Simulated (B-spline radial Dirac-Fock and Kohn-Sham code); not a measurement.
These are calculated numbers from an atomic code on a B-spline grid; the model is the Dirac equation of a negative muon with reduced mass in the field of a spherical finite nucleus, with the Uehling potential to all orders; nuclear polarisation, deformation, hyperfine structure, self-energy, higher-order vacuum polarisation, relativistic recoil and electron screening are left out. The nuclear charge is a Fermi distribution (skin thickness 2.3 fm).

Question: A muonic atom of atomic mass 109.91 u emits these computed lines: 2p3/2 → 1s1/2 3381 keV, 3d5/2 → 2p3/2 944.1 keV, 4f7/2 → 3d5/2 331.5 keV, 5g9/2 → 4f7/2 152.8 keV. Which element is it, and what rms charge radius was used?

Answer: Indium (Z = 49, nuclide ¹¹⁰In); the high transitions hardly feel the nucleus and fix Z. The 2p → 1s line lies 1897 keV below the value for a point nucleus without QED, which for this nuclear model gives a radius near 4.57 fm (4.5742 fm was used).
